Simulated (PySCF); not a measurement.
# Exercise with solution: entropy of an ideal gas

BH2, SMILES [BH2+], charge +1.

Coordinates come from a r2SCAN-D4/def2-TZVPD optimisation.

r2SCAN-D4/def2-TZVPD (PySCF) gives the harmonic wavenumbers 999, 999, 2657, 2953 cm⁻¹ and the rotational temperature 8.6780 K. The molar mass is 12.83 g/mol, the symmetry number 2, the spin multiplicity 1.

Task: Work out the entropy at 298.15 K and 1 atm in the rigid-rotor, harmonic-oscillator model.

Result: 
Translation (Sackur–Tetrode at 1 atm): S = R[1.5 ln M + 2.5 ln T − 1.16487] = 140.6 J/(mol K).
Rotation: q = T/(σ θ) = 17.2, S = R[ln q + 1] = 32.0 J/(mol K).
Vibration: with u = 1.4388 ν/T, each mode gives R[u/(e^u − 1) − ln(1 − e^−u)]:
| ν (cm⁻¹) | modes | u | S (J/(mol K)) |
|---|---|---|---|
| 999 | 2 | 4.82 | 0.79 |
The stiffer modes add less than 0.005 each. Sum 0.8 J/(mol K).
Spin: R ln 1 = 0.0 J/(mol K).
Total 173.3 J/(mol K); the program's own thermochemistry gives 173.3. Translation makes up 81 % and vibration 0 %. Anharmonicity, hindered rotation and orbital degeneracy are left out.
